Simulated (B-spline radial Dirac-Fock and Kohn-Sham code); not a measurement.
# Mn¹⁹⁺: scattering cross sections and density moments

System: Mn¹⁹⁺, 1s2 2s2 2p2.

The computed values come from a B-spline atomic structure program: Dirac-Fock densities.

```
Sum of ⟨r⟩                          : 1.087 bohr
Sum of ⟨r²⟩                         : 0.2884 bohr²
Sum of ⟨1/r⟩                        : 72.861 per bohr
Langevin diamagnetic susceptibility : -0.228 × 10⁻⁶ cm³/mol
Lamb shielding (α²/3)Σ⟨1/r⟩         : 1293 ppm
```

Coherent scattering is the Thomson cross section weighted by f₀², without anomalous dispersion; incoherent scattering is Klein-Nishina weighted by S. The Lamb formula is the non-relativistic shielding expression. Electron correlation is left out. A dash stands where the photon energy is too low for the impulse approximation behind that column.

```tsv
hν (keV)	coherent (b)	incoherent (b)	incoherent per electron (b)
1	23.89	–	–
2	23.73	–	–
5	22.64	–	–
17.4793	13.81	1.179	0.197
20	12.20	1.361	0.227
30	7.745	1.858	0.310
100	1.442	2.502	0.417
200	0.4284	2.289	0.382
```

Incoherent scattering overtakes coherent scattering between 30 and 100 keV.
